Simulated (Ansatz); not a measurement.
A nudged elastic band was laid between two geometries of F2H6O2Si2 (12 atoms, charge 0, multiplicity 1).

Method: Ansatz 0.2.0, RKS CAM-B3LYP/6-31G.

| Quantity | Value |
| --- | --- |
| movable images | 4 |
| climbing image | no |
| spring | 5.0 eV/Å² |
| optimiser | quadratic models (default) |
| start path | through a guess of the saddle point |
| force threshold | 0.05 eV/Å |
| iteration limit | 60 |
| end points | relaxed |

First end point:

```xyz
12
Properties=species:S:1:pos:R:3
Si 0.342 -0.491 -1.230
O 1.762 0.479 -1.092
F 0.995 -1.526 -2.418
F 0.041 -1.718 -0.091
H -0.877 -0.005 -1.913
H 0.683 1.290 0.361
O -0.090 0.693 0.324
Si -1.139 0.304 1.682
H 2.526 0.269 -1.651
H -1.483 1.618 2.308
H -0.431 -0.575 2.651
H -2.328 -0.339 1.070
```

Last end point:

```xyz
12
Properties=species:S:1:pos:R:3
Si 0.109 -0.611 -1.047
O 1.420 0.981 -1.362
F 1.563 -1.474 -1.119
F -0.872 -1.913 -0.539
H -0.474 -0.278 -2.361
H 1.286 1.527 -0.563
O -0.165 0.357 0.325
Si -1.112 0.171 1.754
H 2.349 0.797 -1.579
H -0.913 1.433 2.531
H -0.637 -0.998 2.554
H -2.556 0.008 1.405
```

Task: What changes between the two ends?

Result: Bonds broken: H6–O7. Bonds formed: O2–H6.

Task: What energy profile does the band end with?

Result: It converged. The highest image is number 3 of 0 to 5, 0.31 eV above the first end and 0.34 eV above the last; the last end lies 0.03 eV below the first. No image climbed, so the highest image needn't sit at the top of the path. The orbitals stay closed-shell, which can raise the energy where a bond breaks towards radicals; this wasn't checked here. Limits of this set-up: no polarisation functions.

| image | path coordinate (Å) | energy (eV) | H6–O7 (Å) | O2–H6 (Å) |
| --- | --- | --- | --- | --- |
| 0 | 0.00 | 0.00 | 0.98 | 1.98 |
| 1 | 0.65 | 0.04 | 0.98 | 1.87 |
| 2 | 1.31 | 0.25 | 1.03 | 1.56 |
| 3 | 1.96 | 0.31 | 1.55 | 1.03 |
| 4 | 2.62 | 0.03 | 1.89 | 0.98 |
| 5 | 3.27 | -0.03 | 2.06 | 0.98 |

Task: What is the geometry of the highest image?

Result: 
```xyz
12
Properties=species:S:1:pos:R:3
Si 0.149 -0.562 -1.133
O 1.478 0.838 -1.146
F 1.393 -1.489 -1.842
F -0.492 -1.910 -0.305
H -0.777 -0.147 -2.205
H 1.127 1.191 -0.240
O -0.112 0.440 0.307
Si -1.091 0.235 1.709
H 2.397 0.765 -1.437
H -1.141 1.576 2.376
H -0.469 -0.762 2.628
H -2.462 -0.175 1.289
```

The band took 11 iterations and about 7 core-minutes.

Time of the run: 3.9 min on 2 threads of Arm Neoverse N1, on a shared host, peak memory 0.22 GiB.
